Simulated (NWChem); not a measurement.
System: C3H5BO; SMILES C1=CB(C1)O

NWChem printed, in part:

```
             Northwest Computational Chemistry Package (NWChem) 7.3.0
             --------------------------------------------------------

 CS  symmetry detected

                             Geometry "geometry" -> ""
                             -------------------------

 Output coordinates in angstroms (scale by  1.889725989 to convert to a.u.)

  No.       Tag          Charge          X              Y              Z
 ---- ---------------- ---------- -------------- -------------- --------------
    1 O                    8.0000     0.10537910    -1.90378359     0.00000000
    2 B                    5.0000     0.05407398    -0.57661842     0.00000000
    3 C                    6.0000     1.10059531     0.57461819     0.00000000
    4 C                    6.0000     0.11747103     1.48475891     0.00000000
    5 C                    6.0000    -1.09134132     0.57432538     0.00000000
    6 H                    1.0000    -0.72412515    -2.38267393     0.00000000
    7 H                    1.0000     2.16474986     0.74553531     0.00000000
    8 H                    1.0000     0.13594382     2.56457753     0.00000000
    9 H                    1.0000    -1.72516068     0.69185350    -0.88049801
   10 H                    1.0000    -1.72516068     0.69185350     0.88049801

 Effective nuclear repulsion energy (a.u.)     146.4858404506

      Symmetry information
      --------------------

 Group name             Cs
 Group number              2
 Group order               2
 No. of unique centers     9

                                Z-matrix (autoz)
                                --------

 Units are Angstrom for bonds and degrees for angles

[...]

      ----------------------
      Optimization converged
      ----------------------

  Step       Energy      Delta E   Gmax     Grms     Xrms     Xmax
  ---- ---------------- -------- -------- -------- -------- --------
@    5    -216.99216422 -8.2D-07  0.00008  0.00002  0.00065  0.00154
                                     ok       ok       ok       ok

                                Z-matrix (autoz)
                                --------

 Units are Angstrom for bonds and degrees for angles

[...]

 Rotational Constants
 --------------------
 A=   0.384706 cm-1  (  0.553493 K)
 B=   0.154353 cm-1  (  0.222074 K)
 C=   0.112521 cm-1  (  0.161889 K)

 Temperature                      =   298.15K
 frequency scaling parameter      =   1.0000

 Zero-Point correction to Energy  =   48.915 kcal/mol  (  0.077950 au)
 Thermal correction to Energy     =   52.050 kcal/mol  (  0.082947 au)
 Thermal correction to Enthalpy   =   52.642 kcal/mol  (  0.083891 au)

 Total Entropy                    =   71.455 cal/mol-K
   - Translational                =   38.553 cal/mol-K (mol. weight =  68.0433)
   - Rotational                   =   24.983 cal/mol-K (symmetry #  =        1)
   - Vibrational                  =    7.919 cal/mol-K

 Cv (constant volume heat capacity) =   17.417 cal/mol-K
   - Translational                  =    2.979 cal/mol-K
   - Rotational                     =    2.979 cal/mol-K
   - Vibrational                    =   11.458 cal/mol-K

[normal modes left out]

 ----------------------------------------------------------------------------
 Normal Eigenvalue ||           Projected Infra Red Intensities
  Mode   [cm**-1]  || [atomic units] [(debye/angs)**2] [(KM/mol)] [arbitrary]
 ------ ---------- || -------------- ----------------- ---------- -----------
    1       -0.000 ||    0.000946           0.022         0.922       0.255
    2        0.000 ||    0.000270           0.006         0.263       0.073
    3        0.000 ||    0.000968           0.022         0.944       0.261
    4        0.000 ||    0.000270           0.006         0.263       0.073
    5        0.000 ||    0.000341           0.008         0.332       0.092
    6        0.000 ||    0.000028           0.001         0.028       0.008
    7       77.313 ||    0.002259           0.052         2.202       0.608
    8      368.960 ||    0.009006           0.208         8.780       2.425
    9      462.876 ||    0.000465           0.011         0.453       0.125
   10      593.543 ||    0.110495           2.549       107.716      29.753
   11      597.149 ||    0.001928           0.044         1.880       0.519
   12      758.327 ||    0.074424           1.717        72.552      20.040
   13      799.441 ||    0.030508           0.704        29.741       8.215
   14      913.533 ||    0.003930           0.091         3.831       1.058
   15      915.080 ||    0.075638           1.745        73.736      20.367
   16      978.978 ||    0.008059           0.186         7.856       2.170
   17     1004.426 ||    0.000672           0.015         0.655       0.181
   18     1053.957 ||    0.001855           0.043         1.808       0.499
   19     1104.536 ||    0.008476           0.196         8.263       2.282
   20     1138.927 ||    0.093660           2.161        91.304      25.220
   21     1166.114 ||    0.032640           0.753        31.820       8.789
   22     1316.835 ||    0.002559           0.059         2.494       0.689
   23     1422.821 ||    0.032636           0.753        31.815       8.788
   24     1498.401 ||    0.442702          10.213       431.568     119.206
   25     1612.150 ||    0.012177           0.281        11.870       3.279
   26     3055.428 ||    0.024575           0.567        23.957       6.617
   27     3106.950 ||    0.014370           0.332        14.009       3.869
   28     3142.836 ||    0.026761           0.617        26.088       7.206
   29     3239.343 ||    0.004633           0.107         4.516       1.247
   30     3904.679 ||    0.096876           2.235        94.439      26.086
 ----------------------------------------------------------------------------
```

Level: PBE0/def2-SVP. 

Which NWChem input produces such a log?

One answer among several that fit: the input that was run:
```
start job
memory heap 200 mb stack 700 mb global 900 mb
geometry units angstroms
  O      1.839585     0.307476    -0.013642
  B      0.529041     0.092066    -0.005110
  C     -0.731123     0.898276    -0.432386
  C     -1.522626    -0.112744    -0.049958
  C     -0.482958    -1.097258     0.439878
  H      2.408379    -0.386866     0.320687
  H     -1.020981     1.845336    -0.857471
  H     -2.595681    -0.233517    -0.067750
  H     -0.475599    -2.035949    -0.116998
  H     -0.580066    -1.342792     1.498467
end
basis spherical
  * library def2-svp
end
dft
  xc pbe0
  iterations 150
end
driver
  maxiter 120
end
task dft optimize
task dft freq
```
